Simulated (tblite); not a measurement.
Run record: tight-binding relaxation, `CCCP1C[C@H]1CC`.

Computed with GFN2-xTB geometry optimisation, gas phase (tblite 0.8.0). Start geometry: from a force field or distance geometry. A driver script takes a list of jobs; this job's settings line and coordinates (Å) are shown.

Command:
```bash
OMP_NUM_THREADS=1 python probes_run.py task.json out
```

Input:
```
{"job": {"kind": "relax", "xc": "GFN2-xTB", "basis": "xTB"}, "charge": 0, "multiplicity": 1}
C     -2.910500     1.315800     0.201400
C     -3.087000    -0.139700    -0.163800
C     -1.808400    -0.907900     0.086800
P     -0.365700    -0.283700    -0.914300
C      1.086100    -1.474900    -0.749100
C      1.197300    -0.197100     0.048500
C      2.340100     0.680800    -0.383700
C      3.470900     0.530500     0.618500
H     -1.856400     1.604000     0.227300
H     -3.406000     1.471800     1.213500
H     -3.517700     1.930200    -0.526200
H     -3.524700    -0.293600    -1.159700
H     -3.851300    -0.546400     0.582000
H     -2.008700    -1.963400    -0.244200
H     -1.537500    -0.905900     1.150600
H      1.711400    -1.562300    -1.640000
H      0.955500    -2.358200    -0.123600
H      1.052500    -0.249400     1.155500
H      2.719600     0.282300    -1.341900
H      2.071100     1.733500    -0.569100
H      3.391900     1.266200     1.429400
H      4.432500     0.596500     0.073500
H      3.440100    -0.502000     1.038600
```

Output:
```
step      E/eV     max force
  0    -682.99934    2.080
  1    -683.24809    1.072
  2    -683.34489    0.634
  3    -683.41664    0.590
  4    -683.46533    0.404
  5    -683.49133    0.376
  6    -683.51890    0.352
  7    -683.54026    0.311
  8    -683.56061    0.283
  9    -683.58020    0.315
... (139 lines left out)
149    -683.88437    0.044
150    -683.88465    0.033
151    -683.88486    0.028
152    -683.88501    0.038
153    -683.88510    0.026
154    -683.88518    0.016
155    -683.88524    0.013
156    -683.88528    0.016
157    -683.88531    0.012
158    -683.88532    0.006
```

«max force» is the largest atomic force in eV/Å.

Problem. From which step on does the largest force stay under 0.1 eV/Å, and how much energy is left to gain from there?

Solution. From step 55 (0.078 eV/Å), 34.7 meV above the end.

Main results: energy lowered by 20.4 kcal/mol over 158 steps; largest atomic force 0.006 eV/Å at the end.

Problem. Give the final coordinates.

Solution. 0.549 Å rms from the input after alignment:
```
atom  x, y, z in Å
C1    -2.4525    1.3015    0.2730
C2    -2.8953   -0.0702   -0.2165
C3    -1.7729   -1.0999   -0.1173
P4    -0.3369   -0.6805   -1.2465
C5     0.9949   -1.6124   -0.3747
C6     0.9209   -0.1588    0.0105
C7     2.0487    0.7557   -0.4069
C8     3.2555    0.5889    0.5132
H9    -1.6031    1.6491   -0.3135
H10   -2.1559    1.2585    1.3193
H11   -3.2591    2.0239    0.1738
H12   -3.2213    0.0056   -1.2566
H13   -3.7486   -0.4134    0.3752
H14   -2.1491   -2.0785   -0.4331
H15   -1.4251   -1.1855    0.9154
H16    1.8387   -1.9128   -0.9827
H17    0.7043   -2.3585    0.3536
H18    0.5414    0.0532    1.0066
H19    2.3357    0.5276   -1.4364
H20    1.7095    1.7945   -0.3781
H21    2.9855    0.8269    1.5402
H22    4.0637    1.2492    0.2081
H23    3.6161   -0.4368    0.4835
```

Problem. Estimate the wall time. Hardware: one thread of an Arm Neoverse V1, no GPU, shared host with 32 logical CPUs at a one-minute load of 25.

Solution. About 1.4 s.
Labels such as C1 count atoms from 1, the log's own numbers from 0.
